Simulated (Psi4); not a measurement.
Approach curve of the dimer C2H2 ··· COS (SMILES C#C and O=C=S). Monomers: optimised at B3LYP-D3(BJ) (def2-TZVP), held rigid. Orientation: lowest of the rigid-body minima from ten starts at GFN2-xTB. R is the distance of the centres of mass, along which the second monomer moves.

Methods: PBE/def2-TZVP, counterpoise-corrected (Psi4); PBE-D3(BJ)/def2-TZVP, counterpoise-corrected (Psi4); SAPT0/jun-cc-pVDZ, frozen core (Psi4).

Interaction energies in kcal/mol; the last columns give the difference from SAPT0:

```csv
R / Å,PBE/def2-TZVP,PBE-D3(BJ)/def2-TZVP,SAPT0/jun-cc-pVDZ,PBE/def2-TZVP − SAPT0/jun-cc-pVDZ,PBE-D3(BJ)/def2-TZVP − SAPT0/jun-cc-pVDZ
2.84,5.38,3.44,3.68,1.70,-0.24
3.02,2.29,0.54,0.70,1.59,-0.15
3.24,0.44,-1.06,-0.91,1.35,-0.15
3.41,-0.21,-1.51,-1.35,1.14,-0.17
3.61,-0.53,-1.62,-1.43,0.90,-0.19
3.82,-0.61,-1.49,-1.29,0.68,-0.20
4.13,-0.53,-1.16,-1.00,0.46,-0.16
4.42,-0.41,-0.86,-0.74,0.34,-0.12
4.94,-0.22,-0.47,-0.43,0.21,-0.04
5.64,-0.08,-0.20,-0.21,0.13,0.01
6.61,-0.02,-0.07,-0.08,0.06,0.01
7.88,-0.01,-0.02,-0.03,0.02,0.01
```

PBE/def2-TZVP is furthest from SAPT0/jun-cc-pVDZ at 2.84 (1.70 kcal/mol, above); its mean absolute difference over the points is 0.72 kcal/mol.

PBE-D3(BJ)/def2-TZVP is furthest from SAPT0/jun-cc-pVDZ at 2.84 (-0.24 kcal/mol, below); its mean absolute difference over the points is 0.12 kcal/mol.
